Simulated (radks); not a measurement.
Task: Species: Tb34+. Configuration: [Ar] 3d10 4s2 4p1. Method: scalar-relativistic Kohn-Sham, PBEsol, spin-polarised, spherical densities, finite nucleus; open shells are filled with parallel spins first (spin-orbit coupling, left out, can overturn this in heavy ions); Fermi nuclear charge, rms radius 5.06 fm; computed with a radial shooting solver on a logarithmic mesh with Libxc functionals. Some entries of the table are withheld. Estimate them.

orbital  occ.  eigenvalue (eV)  r(max) (bohr)  <r^2> (bohr^2)
1s up       1        -53213.64        0.01365       0.0006319
1s down     1        -53212.82        0.01365       0.0006319
2s up       1        -9951.710        0.07746        0.009860
2s down     1        -9951.238        0.07746        0.009859
2p up       3        -9000.618        0.06273        0.007954
2p down     3        -8999.904        0.06274        0.007954
3s up       1        -3197.301         0.2181         0.06349
3s down     1        -3196.456         0.2181         0.06345
3p up       3        -2903.119         0.2136         0.06313
3p down     3        -2902.168         0.2136         0.06308
3d up       5        -2529.218         0.1737         0.05203
3d down     5        -2528.339         0.1737         0.05198
4s up       1        -1501.223         0.4697             (1)
4s down     1        -1495.901         0.4692             (2)
4p up       1        -1390.442         0.4802          0.2693
4p down     0        -1385.141         0.4798          0.2694
4d up       0        -1247.077         0.4739          0.2703
4d down     0        -1242.042         0.4732          0.2703
5s up       0        -871.3674         0.8355          0.7295
5s down     0        -869.0065         0.8360          0.7311

Result: 
(1) 4s up <r^2> (bohr^2): 0.2561
(2) 4s down <r^2> (bohr^2): 0.2561
